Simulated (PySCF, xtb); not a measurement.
WOBr₄, SMILES [Br][W]([Br])([Br])([Br])=[O], multiplicity 1.

Harmonic wavenumbers (cm⁻¹) from GFN2-xTB in xtb 6.7.1 at its own minimum, in rising order: 30, 30, 111, 111, 113, 179, 208, 208, 218, 244, 244, 957.

Task: What does PySCF with PBE0-D3(BJ)/def2-SVP give at its own minimum? (Estimate from the structure and the level; the computed values follow.)

Result: 33, 33, 98, 98, 128, 207, 218, 218, 253, 287, 287, 1023. Paired by order, the mean absolute difference is 23 cm⁻¹ and the zero-point energies are 3.8 and 4.1 kcal/mol.
